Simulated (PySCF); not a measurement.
Dipole response of Sc (scandium, neutral)

[Ar] 3d1 4s2, 2D determinant. Calculation: PySCF 2.14, in aug-cc-pVTZ (8s7p5d3f2g, 93 functions); no relativity, point nucleus. Coupled (time-dependent) response in atomic units; α is the mean over directions.

```csv
method,mean α (bohr³),"α xx, yy, zz",C₆ (like pair),S(−4)
PBE,126.5,"123.0, 123.0, 133.6",1552,8881
PBE0,130.8,"126.6, 126.6, 139.3",1659,9126
```

S(−4) is the Cauchy moment in α(ω) = α(0) + S(−4) ω² + …

Reference α: 97 ± 10 bohr³ (recommended; Schwerdtfeger and Nagle, table of static dipole polarizabilities (2023 update)). Published C₆: 1383 (Chu and Dalgarno (2004); Tang, Norbeck and Certain (1976)).

α(iu) at PBE:

| u (hartree) | α(iu) (bohr³) |
| --- | --- |
| 0 | 126.5 |
| 0.0500 | 108.2 |
| 0.100 | 76.88 |
| 0.200 | 37.86 |
| 0.300 | 21.93 |
| 0.500 | 10.64 |
| 0.750 | 6.089 |
| 1.00 | 4.132 |
| 1.50 | 2.364 |
| 2.00 | 1.549 |
| 3.00 | 0.8105 |
| 5.00 | 0.3323 |

The components differ because the open shell of this determinant is not spherical; for a pure term their mean is the scalar polarisability.

⟨L²⟩ = 7.21 against 6 for a pure D term, so this real determinant mixes terms. ⟨S²⟩ = 1.10 against 0.75 shows spin contamination.
